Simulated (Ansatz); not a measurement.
# Isomers

Structures of CH$_{3}$NSe, closed shell, relaxed at PBE0-D4/def2-TZVP (vibrations not checked; lower isomers may exist, and structures with a doubtful reference or unclear bonds are left out). Computed with Ansatz 0.2.0 (basis: def2-TZVPP); correlated methods freeze the cores. Filled d shells of the heavier atoms are correlated. The def2 sets are not built for correlating such inner shells, so the correlated values are less sure here. B3LYP uses VWN-RPA correlation.

Question: Rank them by CCSD(T) energy, lowest first, and give each one's height above the lowest. Links in brackets join atoms within 1.22 times the sum of their covalent radii (1.1 for two metals). (An estimate is asked for; the value comes from the calculation.)
A.
CH₃NSe ([NH2][CH][Se])
```
6
angstrom
N -0.2504 -0.5889 0.3795
C 0.0714 0.4698 -0.3556
Se 1.6515 1.2881 -0.3751
H -1.1667 -1.0019 0.3403
H 0.4396 -0.9916 0.9941
H -0.7454 0.8246 -0.9832
```
B.
a complex of HCN ([CH][N]) + H₂Se
```
6
angstrom
N 1.2775 2.5706 -0.9115
C 0.7609 1.5682 -0.7065
Se -0.9346 -1.7862 0.1348
H -1.6661 -1.2020 1.2648
H 0.1701 -2.1853 1.0144
H 0.2768 0.6272 -0.5096
```
C.
CH₃NSe ([NH][CH][SeH])
```
6
angstrom
N -0.3783 -1.0321 -0.6198
C 0.0920 0.0369 -0.1619
Se 0.9990 0.2665 1.5148
H -0.2437 -1.8364 -0.0079
H 0.0026 0.9589 -0.7364
H 1.2243 1.7046 1.3313
```

Answer: The calculation gives: A (0.0 kJ/mol), C (44.3 kJ/mol), B (57.3 kJ/mol). Heights count from the lowest.

Question: Do PBE-D4, r2SCAN-D4, PBE0-D4, B3LYP-D4, wB97M-V, HF, MP2 give the same order? (Judge from chemistry; the calculation decides.)

Answer: The calculation gives: Lowest first: HF A < B < C. The others agree with CCSD(T).

T1 diagnostic: at most 0.018.

For scale, one of the runs: CCSD(T)/def2-TZVPP, 152 basis functions, launched by `ansatz run in.yaml --threads 2 --pin off --events-out ev --progress --plain --max-ram 4352MiB`. Time: 53 s of wall clock on 2 CPU threads of an Arm Neoverse N1; the host was shared. Peak host memory: 1.1 GiB.
